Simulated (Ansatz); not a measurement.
CH$_{9}$N$_{3}$OTi, SMILES `C[O][Ti]([NH2])([NH2])[NH2]`, one more setting.

```yaml
crystal:
  periodic: [false, false, false]
  atoms:
    - {symbol: C, position_ang: [-0.475769, -1.887875, 2.008913]}
    - {symbol: O, position_ang: [-0.223539, -1.121935, 0.815171]}
    - {symbol: Ti, position_ang: [0.055020, 0.325721, -0.585855]}
    - {symbol: N, position_ang: [1.041593, -0.237740, -1.852059]}
    - {symbol: N, position_ang: [0.779935, 1.796671, 0.199715]}
    - {symbol: N, position_ang: [-1.695400, 0.483035, -1.122492]}
    - {symbol: H, position_ang: [0.100723, -2.769420, 1.848263]}
    - {symbol: H, position_ang: [-1.647094, -1.686786, 1.986839]}
    - {symbol: H, position_ang: [0.240233, -1.054925, 2.705193]}
    - {symbol: H, position_ang: [1.507850, -0.503453, -2.770691]}
    - {symbol: H, position_ang: [1.827303, -1.204084, -1.663635]}
    - {symbol: H, position_ang: [2.007948, 1.985280, 0.141835]}
    - {symbol: H, position_ang: [0.574754, 2.154002, 1.243290]}
    - {symbol: H, position_ang: [-1.891089, 1.894801, -1.398826]}
    - {symbol: H, position_ang: [-2.529469, 0.208217, -1.353584]}
basis:
  gaussian: {orbitals: pcseg-2}
magnetization: {spin_polarized: true, initial_magnetization: 2}
hamiltonian: {xc: {name: PBE0-DH}}
```

```sh
$ ansatz run in.yaml --threads 2 --pin off --events-out ev --progress --plain --max-ram 22528MiB --backend cuda --devices 0, --max-vram 18GiB
```

It prints (some lines left out):

```
Functional definition: PBE0-DH
2069 factors; integrals over basis functions are off by at most 1.2e-3 eV
mean field evaluation 1: about -30770.3483 eV, gradient 6.8e1 eV
mean field evaluation 2: about -30770.5164 eV, gradient 6.8e1 eV
mean field evaluation 4: about -30784.4334 eV, gradient 3.2e1 eV
mean field evaluation 8: about -30790.2718 eV, gradient 1.6e0 eV
mean field evaluation 16: about -30790.4713 eV, gradient 2.6e-1 eV
mean field evaluation 32: about -30790.4964 eV, gradient 1.2e-1 eV
mean field evaluation 64: about -30790.4792 eV, gradient 1.9e0 eV
mean field evaluation 128: about -30790.2873 eV, gradient 5.2e-5 eV
mean field -30790.49648466 eV, -1131.5298752631 hartree, gradient 2.4e-6 eV, S^2 2.022499; 8 other end points of the search recorded, 0 dependent functions left out
10 core orbitals not correlated: weight in the atoms' cores, before any rotation towards them, 1.000 or more for the frozen orbitals, at most 0.000 for the correlated occupied ones
reference -30790.49651974 eV, -1131.5298765522 hartree; 24, 22 occupied and 298, 300 virtual orbitals, 2069 factors
second order -50.09569057 eV of doubles, -0.00000000 eV of singles
Total energy: -30796.75848106 eV, -1131.7599993863 hartree
```

Hardware: 2 threads of an AMD EPYC 7R13 on a shared host and a share of an NVIDIA H100 80 GB. Wall time 40 s, peak host memory 1.6 GiB.
